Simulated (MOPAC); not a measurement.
A run for MOPAC: AM1 on MoSe, 2S+1 = 5, a spin state set in the input, which need not be the lowest, a point of a bond scan (R = 2.178 Å).

```
AM1 1SCF PRECISE CHARGE=0 UHF MS=2 THREADS=1
MoSe

Mo     0.00000000 1     0.00000000 1     0.00000000 1
Se     0.00000000 1     0.00000000 1     2.17762900 1
```

The log:

```
*******************************************************************************
 **                                                                           **
 **                              MOPAC v23.2.5                                **
 **                                                                           **
 *******************************************************************************
 ** MOPAC's Digital Object Identifier: https://doi.org/10.5281/zenodo.6511958 **
 **                                                                           **
 ** Please cite the open-source release paper for use of this MOPAC version:  **
 ** J. E. Moussa and J. J. P. Stewart (2026)                                  **
 ** MOPAC: An open-source semiempirical molecular orbital program             **
 ** J. Open Source Softw., 11(119), 8025, https://doi.org/10.21105/joss.08025 **
 *******************************************************************************

                              AM1 CALCULATION RESULTS

 *******************************************************************************
 *  AM1        - The AM1 Hamiltonian to be used
 *  UHF        - UNRESTRICTED HARTREE-FOCK CALCULATION
 *
 *
 *
 *                 CHARGE ON SYSTEM = 0
 *
 *
 *
 *  MS=        - IN MECI, MAGNETIC COMPONENT OF SPIN =  2.0
 *  PRECISE    - TIGHTER CRITERIA TO BE USED
 *  1SCF       - DO 1 SCF AND THEN STOP
 *  THREADS=1  - MULTI-THREADING NOT USED
 *  T=         - A TIME OF 172800.0 SECONDS REQUESTED
 *  DUMP=N     - RESTART FILE WRITTEN EVERY 7200.0 SECONDS REQUESTED
 *******************************************************************************
AM1 1SCF PRECISE CHARGE=0 UHF MS=2 THREADS=1
 MoSe

   ATOM   CHEMICAL          X               Y               Z
  NUMBER   SYMBOL      (ANGSTROMS)     (ANGSTROMS)     (ANGSTROMS)

     1      Mo          0.00000000  *   0.00000000  *   0.00000000  *
     2      Se          0.00000000  *   0.00000000  *   2.17762900  *



          CARTESIAN COORDINATES

    NO.       ATOM           X           Y           Z

     1        Mo          0.0000      0.0000      0.0000
     2        Se          0.0000      0.0000      2.1776

 Se: (AM1): J. J. P. STEWART, J. MOL. MOD., 10, 155-164 (2004)
 Mo: (AM1): A.A. Voityuk, N. Roesch J. Phys. Chem. A 104, 4089 (2000).

           Empirical Formula: Mo Se  =     2 atoms



      MOLECULAR POINT GROUP   :   C*v


          UHF CALCULATION, NO. OF ALPHA ELECTRONS =    8
                           NO. OF BETA  ELECTRONS =    4

 -------------------------------------------------------------------------------
 AM1 1SCF PRECISE CHARGE=0 UHF MS=2 THREADS=1
 MoSe



     1SCF WAS SPECIFIED, SO BFGS WAS NOT USED
     SCF FIELD WAS ACHIEVED


                              AM1 CALCULATION
                                                       MOPAC v23.2.5 Linux




          FINAL HEAT OF FORMATION =       4316.51924 KCAL/MOL =   18060.31649 KJ/MOL


          COSMO AREA              =        105.17 SQUARE ANGSTROMS
          COSMO VOLUME            =         96.14 CUBIC ANGSTROMS

          IONIZATION POTENTIAL    =          7.097398 EV
          ALPHA SOMO LUMO (EV)    =         -7.097 -1.877
          BETA  SOMO LUMO (EV)    =         -8.570 -0.118
          NO. OF ALPHA ELECTRONS  =          8
          NO. OF BETA  ELECTRONS  =          4
          MOLECULAR WEIGHT        =        174.9000         POINT GROUP:  C*v

          MOLECULAR DIMENSIONS (Angstroms)

            Atom       Atom       Distance
           Se     2   Mo     1     2.17763
           Se     2   Mo     1     0.00000
           Mo     1   Se     2     0.00000


          SCF CALCULATIONS        =          1





   ATOM   CHEMICAL          X               Y               Z
  NUMBER   SYMBOL      (ANGSTROMS)     (ANGSTROMS)     (ANGSTROMS)

     1      Mo          0.00000000  *   0.00000000  *   0.00000000  *
     2      Se          0.00000000  *   0.00000000  *   2.17762900  *

                             CARTESIAN COORDINATES

   1   Mo        0.000000000     0.000000000     0.000000000
   2   Se        0.000000000     0.000000000     2.177629000


           Empirical Formula: Mo Se  =     2 atoms



      MOLECULAR POINT GROUP   :   C*v


          ALPHA EIGENVALUES
 -19.26195 -11.40176 -11.06246 -10.85177 -10.79094 -10.16470  -9.77668  -7.09740
  -1.87687   0.72519  14.86168  14.89453  15.06165


           BETA EIGENVALUES
 -21.37972 -10.89451  -9.30538  -8.56976  -0.11807   1.90663   2.32024   2.61698
   2.64448   2.75883  16.33988  17.35199  17.56466


              NET ATOMIC CHARGES AND DIPOLE CONTRIBUTIONS

  ATOM NO.   TYPE          CHARGE      No. of ELECS.   s-Pop       p-Pop       d-Pop
    1         Mo           0.409106        5.5909     0.86310     0.05114     4.67665
    2         Se          -0.409106        6.4091     1.96635     4.44276
 DIPOLE           X         Y         Z       TOTAL
 POINT-CHG.     0.000     0.000    -4.279     4.279
 HYBRID        -0.000    -0.000    -1.817     1.817
 SUM           -0.000    -0.000    -6.096     6.096


          ATOMIC ORBITAL ELECTRON POPULATIONS

     Atom    s        px        py        pz      x^2-y^2     xz        z^2       yz        xy
    1 Mo   0.86310   0.01655   0.00877   0.02582   0.99969   1.07920   0.88542   0.71234   1.00000
    2 Se   1.96635   1.90425   1.27889   1.25962


                    (SZ)    =    2.000000
                    (S**2)  =    6.389733


          ATOMIC ORBITAL SPIN POPULATIONS

    Atom   Total    s     px     py     pz   x^2-y^2  xz     z^2    yz     xy
         Atomic
    1 Mo  4.6034  0.397  0.004 -0.004  0.001  1.000  0.920  0.715  0.571  1.000
    2 Se -0.6034 -0.002  0.076 -0.567 -0.110

 **********************
 *                    *
 * JOB ENDED NORMALLY *
 *                    *
 **********************




 == MOPAC DONE ==
```

The run finished. Its determinant has ⟨S²⟩ = 6.39, a mixture of spin states.

Cost: about 0.03 core-seconds (a rough figure).
